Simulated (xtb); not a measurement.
xtb input:

```bash
xtb mol.xyz --gfn 2 --ohess tight --chrg 0 --uhf 0
```
mol.xyz:
```
5

F      0.03874604    -0.10362923     1.93510267
Ge     0.00509343    -0.01061862     0.22527655
Cl    -1.69535512    -1.11178951    -0.44461740
Cl     1.82132235    -0.83686194    -0.54561174
Cl    -0.14576946     2.03804180    -0.37983938
```

### Question
Predict the final energy.

### Answer
-20.49521 Eh (GFN2-xTB).
